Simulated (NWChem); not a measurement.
Molecule: BHCl2; SMILES ClBCl

Results from NWChem. Coordinates come from a PBE0/def2-SVP optimisation. Total energies compare along this basis series because the functional is fixed.

```
level                     basis functions  energy (Ha)  highest occupied level (eV)  orbital gap (eV)  dipole (D)  relative time
------------------------  ---------------  -----------  ---------------------------  ----------------  ----------  -------------
Hartree-Fock/cc-pVDZ                   55    -944.3534                       -12.59             14.71        0.79              1
Hartree-Fock/aug-cc-pVDZ               86    -944.3573                       -12.66             13.95        0.79              2
Hartree-Fock/cc-pVTZ                  112    -944.3901                       -12.62             14.61        0.73              3
Hartree-Fock/aug-cc-pVTZ              169    -944.3910                       -12.65             13.67        0.75              7
Hartree-Fock/cc-pVQZ                  203    -944.3994                       -12.64             14.52        0.74              5
```

The last column is a rough cost ratio, cheapest run = 1.
